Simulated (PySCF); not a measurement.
Si(F)(Me)(NH2)2 (CH7FN2Si), SMILES C[Si](F)(N)N.

Coordinates come from a PBE-D3(BJ)/def2-SVP optimisation. This is a generated structure with no PubChem entry under its InChIKey; it may be hypothetical. One conformer was computed; it need not be the lowest.

Calculation: TDDFT-LC-ωPBE/def2-SVPD (PySCF).

Vertical excitations. Gas-phase values at a fixed geometry.

Computed lowest excited states:
| state | energy (eV) | λ (nm) | f | main pairs |
|---|---|---|---|---|
| S1 | 7.36 | 169 | 0.066 | HOMO→LUMO 65 %, HOMO→LUMO+1 23 % |
| S2 | 7.62 | 163 | 0.059 | HOMO−1→LUMO 62 %, HOMO−1→LUMO+1 14 %, HOMO−1→LUMO+2 14 % |
| S3 | 8.90 | 139 | 0.003 | HOMO→LUMO+7 28 %, HOMO→LUMO+4 25 %, HOMO→LUMO+5 21 %, HOMO→LUMO+8 7 % |
| S4 | 9.01 | 138 | 0.040 | HOMO→LUMO+1 39 %, HOMO→LUMO 23 %, HOMO−2→LUMO 17 % |
| S5 | 9.09 | 136 | 0.005 | HOMO−1→LUMO+4 37 %, HOMO−1→LUMO+5 20 %, HOMO−1→LUMO+2 12 % |
| S6 | 9.25 | 134 | 0.002 | HOMO→LUMO+3 45 %, HOMO→LUMO+4 16 %, HOMO→LUMO+8 15 % |
| S7 | 9.39 | 132 | 0.004 | HOMO−1→LUMO+1 49 %, HOMO−1→LUMO 23 % |
| S8 | 9.58 | 129 | 0.048 | HOMO→LUMO+2 49 %, HOMO−2→LUMO 18 %, HOMO→LUMO+1 7 % |
| S9 | 9.84 | 126 | 0.032 | HOMO−1→LUMO+2 28 %, HOMO−1→LUMO+3 11 %, HOMO−1→LUMO+1 10 %, HOMO−1→LUMO+10 10 % |
| S10 | 10.06 | 123 | 0.016 | HOMO−2→LUMO 31 %, HOMO→LUMO+2 13 %, HOMO−1→LUMO+3 7 %, HOMO−1→LUMO+8 6 % |
| T1 | 6.89 | 180 | 0 | HOMO→LUMO 58 %, HOMO→LUMO+1 27 % |
| T2 | 7.15 | 173 | 0 | HOMO−1→LUMO 54 %, HOMO−1→LUMO+1 16 %, HOMO−1→LUMO+2 15 % |
| T3 | 8.59 | 144 | 0 | HOMO→LUMO+4 30 %, HOMO→LUMO+7 27 %, HOMO→LUMO+5 21 %, HOMO→LUMO+8 5 % |
| T4 | 8.76 | 142 | 0 | HOMO→LUMO+1 26 %, HOMO→LUMO 22 %, HOMO−2→LUMO 21 % |
Triplets are in the Tamm–Dancoff approximation, which puts them higher than full response would, so one can lie above its singlet here.
Roots above 10.0 eV, the ΔSCF ionisation energy, lie in the ionisation continuum and depend on the basis.
